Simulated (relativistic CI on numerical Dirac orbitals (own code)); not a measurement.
## Ne I: calculation against measurement

Calculated at this level of theory: Dirac-Coulomb-Breit CI, KLI orbitals optimised for each configuration, model QED, valence Slater integrals scaled by 0.85, P86 correlation estimate, and configurations built on the next ion tied to the tabulated ionisation energy (semi-empirical) (own radial code, finite nucleus).

Configuration list (outside the closed core 1s2 2s2): 2p6, 2p5.3s, 2p5.3p, 2p5.4s, 2p5.3d, 2p5.4p, 2p5.4d, 2p5.4f. Levels of other configurations are missing.

```
Configuration  Term (tabulated)  J  Measured (cm⁻¹)  Computed  Error  Purity (%)
          2p6                1S  0              0.0         0      0         100
       2p5.3s           2[3/2]°  2         134041.8    133874   -168         100
       2p5.3s           2[3/2]°  1         134459.3    134281   -178          93
       2p5.3s           2[1/2]°  0         134818.6    134636   -182         100
       2p5.3s           2[1/2]°  1         135888.7    135653   -236          93
       2p5.3p            2[1/2]  1         148257.8    147966   -292          97
       2p5.3p            2[5/2]  3         149657.0    148817   -841         100
       2p5.3p            2[5/2]  2         149824.2    148970   -854          74
       2p5.3p            2[3/2]  1         150121.6    149230   -892          64
       2p5.3p            2[3/2]  2         150315.9    149382   -933          53
       2p5.3p            2[3/2]  1         150772.1    149816   -956          43
       2p5.3p            2[3/2]  2         150858.5    149919   -940          44
       2p5.3p            2[1/2]  0         150917.4    149944   -974          99
       2p5.3p            2[1/2]  1         151038.5    150053   -985          65
       2p5.3p            2[1/2]  0         152970.7    152950    -21          93
       2p5.4s           2[3/2]°  2         158601.1    158560    -41         100
       2p5.4s           2[3/2]°  1         158796.0    158779    -17          61
       2p5.4s           2[1/2]°  0         159380.0    159322    -58         100
       2p5.4s           2[1/2]°  1         159534.6    159514    -21          61
       2p5.3d           2[1/2]°  0         161509.6    160667   -843         100
       2p5.3d           2[1/2]°  1         161524.2    160684   -840          84
       2p5.3d           2[7/2]°  4         161590.3    160731   -860         100
       2p5.3d           2[7/2]°  3         161592.1    160738   -855          55
       2p5.3d           2[3/2]°  2         161607.3    160749   -858          62
       2p5.3d           2[3/2]°  1         161636.6    160790   -847          58
       2p5.3d           2[5/2]°  2         161699.7    160824   -876          43
       2p5.3d           2[5/2]°  3         161701.4    160826   -876          72
       2p5.3d           2[5/2]°  2         162408.7    161526   -883          71
       2p5.3d           2[5/2]°  3         162410.2    161530   -881          40
       2p5.3d           2[3/2]°  2         162420.0    161535   -885          38
       2p5.3d           2[3/2]°  1         162435.7    161557   -878          59
       2p5.4d           2[7/2]°  4         167000.0    167054     54         100
```

Measured levels from NIST Handbook of Basic Atomic Spectroscopic Data (Sansonetti and Martin, J. Phys. Chem. Ref. Data 34, 1559 (2005)); pairs were made by configuration, J and term (by order where the table uses no LS term), so strongly mixed levels may be paired wrongly.

Mean error by configuration (cm⁻¹): 2p5.3s -191; 2p5.3p -769; 2p5.4s -34; 2p5.3d -865; 2p5.4d 54. Over the excited levels the mean absolute error is 614 cm⁻¹ (31 of the 32 excited levels that our extract of the source holds in range could be paired, and the others can miss by more), and the median relative error of those above 1,000 cm⁻¹ is 0.53 %.

Transition probabilities of persistent lines. The last column rescales the computed rate by the cube of measured over computed energy:

| λ measured (Å) | Lower | Upper | A tabulated (s⁻¹) | A computed | A rescaled |
| --- | --- | --- | --- | --- | --- |
| 615.63 vacuum | 2p6 1S_0 | 2p5.3d 2[3/2]°_1 | 3.80e+07 | 4.21e+07 | 4.28e+07 |
| 618.67 vacuum | 2p6 1S_0 | 2p5.3d 2[3/2]°_1 | 9.29e+07 | 8.18e+07 | 8.31e+07 |
| 619.10 vacuum | 2p6 1S_0 | 2p5.3d 2[1/2]°_1 | 3.30e+07 | 1.75e+07 | 1.78e+07 |
| 626.82 vacuum | 2p6 1S_0 | 2p5.4s 2[1/2]°_1 | 7.41e+07 | 1.35e+08 | 1.35e+08 |
| 629.74 vacuum | 2p6 1S_0 | 2p5.4s 2[3/2]°_1 | 4.80e+07 | 8.62e+07 | 8.63e+07 |
| 735.90 vacuum | 2p6 1S_0 | 2p5.3s 2[1/2]°_1 | 6.12e+08 | 5.71e+08 | 5.74e+08 |
| 743.72 vacuum | 2p6 1S_0 | 2p5.3s 2[3/2]°_1 | 4.86e+07 | 4.53e+07 | 4.54e+07 |
| 5400.56 air | 2p5.3s 2[3/2]°_1 | 2p5.3p 2[1/2]_0 | 9.00e+05 | 2.55e+06 | 2.49e+06 |
| 5852.49 air | 2p5.3s 2[1/2]°_1 | 2p5.3p 2[1/2]_0 | 6.82e+07 | 7.76e+07 | 7.48e+07 |
| 6030.00 air | 2p5.3s 2[3/2]°_1 | 2p5.3p 2[1/2]_1 | 5.61e+06 | 6.07e+06 | 7.05e+06 |
| 6074.34 air | 2p5.3s 2[3/2]°_1 | 2p5.3p 2[1/2]_0 | 6.03e+07 | 5.47e+07 | 6.35e+07 |
| 6143.06 air | 2p5.3s 2[3/2]°_2 | 2p5.3p 2[3/2]_2 | 2.82e+07 | 3.01e+07 | 3.48e+07 |
| 6163.59 air | 2p5.3s 2[1/2]°_0 | 2p5.3p 2[1/2]_1 | 1.46e+07 | 1.52e+07 | 1.77e+07 |
| 6217.28 air | 2p5.3s 2[3/2]°_2 | 2p5.3p 2[3/2]_1 | 6.37e+06 | 6.80e+06 | 7.81e+06 |
| 6266.49 air | 2p5.3s 2[1/2]°_0 | 2p5.3p 2[3/2]_1 | 2.49e+07 | 2.63e+07 | 3.06e+07 |
| 6382.99 air | 2p5.3s 2[3/2]°_1 | 2p5.3p 2[3/2]_1 | 3.21e+07 | 3.22e+07 | 3.71e+07 |
| 6402.25 air | 2p5.3s 2[3/2]°_2 | 2p5.3p 2[5/2]_3 | 5.14e+07 | 5.04e+07 | 5.76e+07 |
| 6506.53 air | 2p5.3s 2[3/2]°_1 | 2p5.3p 2[5/2]_2 | 3.00e+07 | 2.86e+07 | 3.27e+07 |
| 6598.95 air | 2p5.3s 2[1/2]°_1 | 2p5.3p 2[1/2]_1 | 2.32e+07 | 2.13e+07 | 2.48e+07 |
| 6929.47 air | 2p5.3s 2[1/2]°_1 | 2p5.3p 2[3/2]_2 | 1.74e+07 | 1.40e+07 | 1.63e+07 |
| 7032.41 air | 2p5.3s 2[3/2]°_2 | 2p5.3p 2[1/2]_1 | 2.53e+07 | 3.02e+07 | 3.10e+07 |
| 7173.94 air | 2p5.3s 2[1/2]°_1 | 2p5.3p 2[5/2]_2 | 2.87e+06 | 3.23e+06 | 3.70e+06 |
| 7245.17 air | 2p5.3s 2[3/2]°_1 | 2p5.3p 2[1/2]_1 | 9.35e+06 | 1.04e+07 | 1.07e+07 |
| 8377.61 air | 2p5.3p 2[5/2]_3 | 2p5.3d 2[7/2]°_4 | 5.10e+07 | 5.30e+07 | 5.32e+07 |
| 8654.38 air | 2p5.3p 2[3/2]_2 | 2p5.3d 2[5/2]°_3 | 4.45e+07 | 4.63e+07 | 4.56e+07 |
| 8783.75 air | 2p5.3p 2[1/2]_1 | 2p5.3d 2[3/2]°_2 | 3.13e+07 | 3.66e+07 | 3.56e+07 |
